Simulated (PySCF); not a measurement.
Simulated outer-valence photoelectron spectrum of `F[C@@H]1[C@@H](C1)B`. Method used: EOM-IP-CCSD/aug-cc-pVDZ in PySCF, restricted Hartree–Fock reference, frozen core, non-relativistic, gas phase, PBE0-D3(BJ)/def2-SVP geometry.

Each root has a Gaussian of 0.8 eV full width with its one-hole share as area; cross sections and vibrations are left out, and the highest printed point is 100.

| ionisation energy (eV) | intensity |
| --- | --- |
| 9.6 | 0 |
| 9.8 | 2 |
| 10.0 | 9 |
| 10.2 | 24 |
| 10.4 | 51 |
| 10.6 | 79 |
| 10.8 | 94 |
| 11.0 | 89 |
| 11.2 | 67 |
| 11.4 | 45 |
| 11.6 | 39 |
| 11.8 | 49 |
| 12.0 | 64 |
| 12.2 | 71 |
| 12.4 | 72 |
| 12.6 | 68 |
| 12.8 | 55 |
| 13.0 | 35 |
| 13.2 | 20 |
| 13.4 | 18 |
| 13.6 | 31 |
| 13.8 | 49 |
| 14.0 | 58 |
| 14.2 | 54 |
| 14.4 | 50 |
| 14.6 | 54 |
| 14.8 | 58 |
| 15.0 | 50 |
| 15.2 | 40 |
| 15.4 | 42 |
| 15.6 | 65 |
| 15.8 | 91 |
| 16.0 | 100 |
| 16.2 | 82 |
| 16.4 | 50 |
| 16.6 | 22 |
| 16.8 | 7 |
| 17.0 | 2 |
| 17.2 | 0 |

**Question.** Where are the maxima, and how many lines lie under the curve?

**Answer.** 5 maxima, at 10.9, 12.3, 14.0, 14.8 and 16.0 eV, from 8 lines. At this width some lines have no maximum of their own.

**Question.** List the lines with their holes.

**Answer.** 
| E (eV) | leading hole (HF orbital) | area | Koopmans (eV) |
| --- | --- | --- | --- |
| 10.66 | HOMO | 0.96 | 11.62 |
| 11.03 | HOMO-1 | 0.96 | 11.73 |
| 12.04 | HOMO-2 | 0.95 | 12.95 |
| 12.66 | HOMO-3 | 0.95 | 13.70 |
| 13.97 | HOMO-4 | 0.95 | 15.27 |
| 14.82 | HOMO-5 | 0.94 | 16.71 |
| 15.84 | HOMO-7 | 0.94 | 18.47 |
| 16.09 | HOMO-6 | 0.94 | 17.45 |

The widest gap, 1.31 eV, lies between 12.66 and 13.97 eV. Only orbitals with −ε under 21 eV, eight at most, were ionised, so the high end of the curve may lack lines.

One conformer stands for the species.
